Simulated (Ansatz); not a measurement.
Reactions of `C[Si](C)(O)P`.

Program: Ansatz. Geometries: PBE0-D4/def2-TZVP. ΔE: electronic, gas phase. CCSD(T)/CBS is the MP2 limit (def2-TZVPP, def2-QZVPP) plus CCSD(T) − MP2 in def2-TZVPP, frozen cores. Functionals use def2-TZVPP. For Ge, Se outer-core shells are correlated without core-valence functions, which leaves a few kJ/mol of doubt a bond. Scalar relativity is left out up to krypton. One conformer a species, not always the lowest.

```json
{"reaction": "`C[Si](C)(O)P` + `CC[SiH3]` → `CC(C)[SiH3]` + `C[SiH](O)P`", "CCSD(T)/CBS(def2) (kcal/mol)": "11.6"}
{"reaction": "`C[Si](C)(O)P` + `F[C]1(S)[NH][AlH]1` → `CS[C]1(F)[NH][AlH]1` + `C[SiH](O)P`", "CCSD(T)/CBS(def2) (kcal/mol)": "?"}
{"reaction": "`C[Si](C)(O)P` + `B[SiH2]OC` → `B[SiH2]OCC` + `C[SiH](O)P`", "CCSD(T)/CBS(def2) (kcal/mol)": "8.3"}
{"reaction": "`C[Si](C)(O)P` + `[GeH3][SeH]` → `[CH3][GeH2][SeH]` + `C[SiH](O)P`", "CCSD(T)/CBS(def2) (kcal/mol)": "2.0"}
```

**Question.** Fill in the missing values. (Best estimate.)

**Answer.** The calculation gave: `C[Si](C)(O)P` + `F[C]1(S)[NH][AlH]1` → `CS[C]1(F)[NH][AlH]1` + `C[SiH](O)P`: +11.4 kcal/mol.

Largest T1 diagnostic: 0.015, for `F[C]1(S)[NH][AlH]1`.
